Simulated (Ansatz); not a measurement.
CH$_{5}$FO$_{3}$Si (`O[SiH2]OC(O)F`), charge 0, multiplicity 1.

Problem. Give a relaxed structure at PBE0-D4/def2-TZVP (the Gaussian-basis code of Ansatz). (Best estimate.)

Solution. The calculation gave: 
Cartesian coordinates in Å:
```
O -0.502 -0.540 2.056
Si 0.523 -1.005 0.870
O -0.026 -0.570 -0.639
C -0.557 0.649 -0.950
O -0.340 0.976 -2.243
F 0.037 1.598 -0.109
H -0.474 0.381 2.322
H 0.535 -2.478 0.844
H 1.873 -0.431 1.077
H -1.630 0.705 -0.754
H 0.560 0.713 -2.472
```
This is one stationary point; other conformers may exist.
